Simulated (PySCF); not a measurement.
## Adding and removing an electron: SiAs

BHandHLYP; Si def2-TZVPPD, As def2-TZVPPD; no relativity (PySCF 2.14). Neutral (UKS): doublet (π ↑), Re = 2.158 Å, ωe = 527 cm⁻¹, De = 3.10 eV, HOMO -7.27 eV, LUMO -3.58 eV.

SiAs⁻ (UKS): singlet (closed shell), Re = 2.083 Å, ωe = 584 cm⁻¹. The energies at the minima are -2525.29132 hartree for SiAs and -2525.38346 for SiAs⁻.

**Question.** Work out the adiabatic electron affinity, without and with harmonic zero-point energies (1 hartree = 27.2114 eV, 1 eV = 8065.5 cm⁻¹), and the change of the bond length.

**Answer.** At BHandHLYP: 0.09214 hartree = 2.507 eV between the minima; the zero-point term (527.0 − 584.0)/2 cm⁻¹ = -0.004 eV makes it 2.504 eV. Re changes by -7.5 pm against the neutral. The electron enters a π orbital, and the shorter bond of the ion fits a bonding orbital, or a change in how ionic the bond is.

States were picked by a PBE0 search and need not be the measured ground states.
